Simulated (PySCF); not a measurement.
Continuum solvent and chemical shifts

Geometry:
```json
{"atom": "C1", "x (Å)": "-1.464", "y (Å)": "1.432", "z (Å)": "-0.134"}
{"atom": "S2", "x (Å)": "-0.622", "y (Å)": "-0.045", "z (Å)": "-0.716"}
{"atom": "C3", "x (Å)": "-1.964", "y (Å)": "-1.243", "z (Å)": "-0.721"}
{"atom": "B4", "x (Å)": "0.418", "y (Å)": "-0.614", "z (Å)": "0.873"}
{"atom": "S5", "x (Å)": "1.647", "y (Å)": "0.755", "z (Å)": "1.276"}
{"atom": "C6", "x (Å)": "2.956", "y (Å)": "0.403", "z (Å)": "0.086"}
{"atom": "F7", "x (Å)": "3.566", "y (Å)": "-0.759", "z (Å)": "0.307"}
{"atom": "F8", "x (Å)": "3.879", "y (Å)": "1.361", "z (Å)": "0.153"}
{"atom": "F9", "x (Å)": "2.507", "y (Å)": "0.366", "z (Å)": "-1.176"}
{"atom": "H10", "x (Å)": "-2.021", "y (Å)": "1.210", "z (Å)": "0.787"}
{"atom": "H11", "x (Å)": "-0.668", "y (Å)": "2.158", "z (Å)": "0.083"}
{"atom": "H12", "x (Å)": "-2.126", "y (Å)": "1.817", "z (Å)": "-0.920"}
{"atom": "H13", "x (Å)": "-2.701", "y (Å)": "-0.972", "z (Å)": "-1.488"}
{"atom": "H14", "x (Å)": "-2.426", "y (Å)": "-1.293", "z (Å)": "0.275"}
{"atom": "H15", "x (Å)": "-1.517", "y (Å)": "-2.215", "z (Å)": "-0.966"}
{"atom": "H16", "x (Å)": "-0.402", "y (Å)": "-0.681", "z (Å)": "1.769"}
{"atom": "H17", "x (Å)": "0.915", "y (Å)": "-1.663", "z (Å)": "0.520"}
```

GIAO PBE0/pcSseg-1 in PySCF on one PBE0-D3(BJ)/def2-SVP conformer, non-relativistic, equivalent nuclei averaged. Solvents enter as an IEF-PCM continuum (dichloromethane with ε = 8.9, water with ε = 78.4) around the gas-phase geometry. Shifts are referred to TMS, CS2, BF3·OEt2, CFCl3 computed in the same medium.

Gas phase, δ in ppm: C6 140.7, C1/C3 25.5, S5 -5.7, S2 -35.9, B4 -13.1, F7/F8/F9 -50.1, H16/H17 3.03, H10/H11/H12/H13/H14/H15 2.09. Dipole moment 6.77 D.

Task: How does each δ change in the continuum?

Result: 
```csv
atoms,environment,"Δδ, dichloromethane","Δδ, water"
C6,CF3 carbon,+1.4,+1.6
C1/C3,methyl carbon bonded to S,+0.6,+0.7
S5,"sulfur bonded to C, B",-1.0,-1.3
S2,"sulfur bonded to 2 C, B",-1.9,-1.9
B4,"boron bonded to 2 S, 2 H",-1.0,-1.2
F7/F8/F9,fluorine of an SCF3 group,+0.7,+0.9
H16/H17,hydrogen on a boron bonded to 2 S,-0.21,-0.25
H10/H11/H12/H13/H14/H15,hydrogen on a methyl carbon bonded to S,+0.21,+0.25
```

Changes are relative to the gas phase. The dipole moment becomes 8.23 D in dichloromethane, 8.50 D in water.

Task: Which nuclei move most (in ppm), and what does the model miss?

Result: S2 (sulfur bonded to 2 C, B, -1.9 ppm) in water. A continuum only polarises the solute; specific hydrogen bonds, the anisotropy of aromatic solvents and changes of geometry or conformer are outside it.
